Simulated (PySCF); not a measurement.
Below is a simulated gas-phase C 1s photoelectron spectrum of `CC#CBP`.

Every computed line was given a Gaussian of 0.6 eV full width at half maximum and an area set by the number of equivalent atoms; the highest printed point is 100. Method: delta-SCF UKS SCAN, pcX-2 on the ionised atom, pcseg-1 elsewhere, spin-free X2C (PySCF).

(binding energy (eV), intensity): (288.9, 0), (289.0, 1), (289.1, 4), (289.2, 10), (289.3, 21), (289.4, 39), (289.5, 61), (289.6, 82), (289.7, 96), (289.8, 100), (289.9, 96), (290.0, 91), (290.1, 91), (290.2, 96), (290.3, 100), (290.4, 96), (290.5, 81), (290.6, 59), (290.7, 38), (290.8, 20), (290.9, 10), (291.0, 5), (291.1, 4), (291.2, 8), (291.3, 17), (291.4, 32), (291.5, 53), (291.6, 74), (291.7, 90), (291.8, 93), (291.9, 83), (292.0, 63), (292.1, 41), (292.2, 23), (292.3, 11), (292.4, 5), (292.5, 2), (292.6, 0)

Problem. Count the maxima, the lines and the sites behind this envelope.

Solution. The curve has 3 maxima (at 289.8, 290.3 and 291.8 eV). Under it lie 3 lines from 3 inequivalent carbon sites.

Problem. Decompose the envelope and assign each component. Numbering: `[CH3:1][C:2]#[C:3][BH:4][PH2:5]`.

Solution. 
| position (eV) | relative area | line | atoms | environment |
| --- | --- | --- | --- | --- |
| 289.74 | 1 | C 1s | C3 | alkyne carbon |
| 290.35 | 1 | C 1s | C2 | alkyne carbon |
| 291.77 | 1 | C 1s | C1 | propargylic carbon |

Problem. What are the centre and the root-mean-square width of the whole band?

Solution. The area-weighted mean of the lines is 290.62 eV. Their own spread about it is 0.85 eV (rms) and each Gaussian has σ = 0.6/2.355 = 0.25 eV; the variances add, which gives 0.89 eV.

The listed C 1s values span 2.03 eV, from C3 (bonded to C (triple bond) and B) to C1 (bonded to C and 3 H). Summing the Pauling electronegativity differences to the bonded atoms, each weighted by its formal bond order, gives -0.51 for the lowest site and -1.05 for the highest; the largest sum, 0.00, belongs to C2, 1.42 eV below the top. The smallest sum, -1.05, belongs to C1, 2.03 eV above the lowest.

No satellites, vibrations or lifetime broadening are included. The unrestricted hole states depart most from a pure doublet (⟨S²⟩ = 0.75; over 0.85 named) for C 1s of C2 (0.87), which makes this value less certain. The structure is a single PBE0-D3(BJ)/def2-SVP conformer in the gas phase; no vibrational or solvent corrections.

Conformer computed: `[CH3:1][C:2]#[C:3][BH:4][PH2:5]`: H–P5–B4–C3 41°, H–P5–B4–C3 143°.
